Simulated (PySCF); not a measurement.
## Orbital energies and ionisation energy

Compound: C4H8ClFSi2.
SMILES with atom numbers: `[CH3:1][C:2]#[C:3][Si@@:4]([F:5])([SiH3:6])[CH2:7][Cl:8]` (hydrogens: H9, H10, H11 on C1; H12, H13, H14 on Si6; H15, H16 on C7)

Geometry (PBE0-D3(BJ)/def2-SVP, Å), atoms numbered from 1 in this order:
```xyz
16
C4H8ClFSi2 angstrom
C     -3.2714   -1.0934    0.4492
C     -1.9142   -0.7538    0.0721
C     -0.7707   -0.4705   -0.2438
Si     0.9139    0.0145   -0.7165
F      1.1268   -0.3167   -2.3041
Si     1.2915    2.2917   -0.3333
C      2.1710   -1.0275    0.2258
Cl     2.1330   -0.4567    1.9244
H     -3.8874   -0.1877    0.5617
H     -3.2873   -1.6384    1.4056
H     -3.7413   -1.7323   -0.3147
H      0.7638    2.6861    1.0058
H      0.5941    3.0918   -1.3867
H      2.7568    2.5837   -0.3996
H      1.9322   -2.1004    0.2132
H      3.1910   -0.8876   -0.1604
```

Level: CAM-B3LYP/def2-SVPD (PySCF). Frontier orbitals with their largest atomic shares (Löwdin; up to four atoms above 4 %):

| orbital | ε (eV) | main atoms |
| --- | --- | --- |
| HOMO−3 | -10.16 | Cl8 60 %, C7 13 %, Si6 5 %, Si4 4 % |
| HOMO−2 | -9.89 | Cl8 52 %, C7 13 %, C3 9 %, C2 7 % |
| HOMO−1 | -9.49 | C3 41 %, C2 37 %, C1 8 % |
| HOMO | -8.99 | ? |
| LUMO | 0.26 | Si4 24 %, C3 14 %, C2 13 %, Si6 11 % |
| LUMO+1 | 0.69 | C2 18 %, Si4 17 %, C3 16 %, Si6 14 % |
| LUMO+2 | 1.02 | C1 20 %, C2 15 %, Si6 14 %, Si4 6 % |

**Question.** What vertical ionisation energy does ΔSCF give, and how far is −ε(HOMO) from it?

**Answer.** ΔSCF: 9.63 eV (929 kJ/mol; threshold wavelength 129 nm); ⟨S²⟩ of the doublet left behind is 0.761, against 0.75 for a pure doublet. −ε(HOMO) is 8.99 eV, 0.64 eV below it. In exact Kohn–Sham theory the two would be equal; CAM-B3LYP (range-separated hybrid) falls short of its own ΔSCF value by 7 %.

**Question.** On which atoms does the HOMO lie?

**Answer.** C3 (alkyne carbon) 23 %, C2 (alkyne carbon) 22 %, Si6 (SiH3 silicon) 13 %, Si4 (fluorine-bound silicon) 12 %, so no atom holds as much as 40 %. The HOMO−1 lies 0.50 eV lower.

**Question.** How many of the 10 lowest singlet excitations (vertical TDDFT, same level) lie below the ionisation energy?

**Answer.** All 10; they run from 5.54 to 7.53 eV.

**Question.** What kinetic energy would electrons from this vertical process carry with Lyman-α light (10.199 eV)?

**Answer.** 10.20 − 9.63 = 0.57 eV.

**Question.** Shift the occupied levels rigidly so that −ε(HOMO) equals the ΔSCF value. What binding energies result?

**Answer.** The shift is +0.64 eV: HOMO 9.63, HOMO−1 10.13, HOMO−2 10.53, HOMO−3 10.80 eV. A rigid shift is only a rough guide to the deeper ionisations.

**Question.** With α = 116.7 au, estimate the like-pair dispersion coefficient by London's formula C6 = (3/4)α²I.

**Answer.** I = 0.3538 Eh, so C6 ≈ 3620 au, a rough estimate.

Geometry: PBE0-D3(BJ)/def2-SVP, one conformer, isolated molecule.
